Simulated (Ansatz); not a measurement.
Harmonic frequencies (cm⁻¹) at PBE0-D4/def2-TZVP from Ansatz: 151, 151, 284, 388, 839, 839.

Question: Which molecule is it?
A. `OB(F)F`
B. `FB(Cl)Br`
C. `OB(O)S`
D. `BrB(Br)Br`

Answer: D.
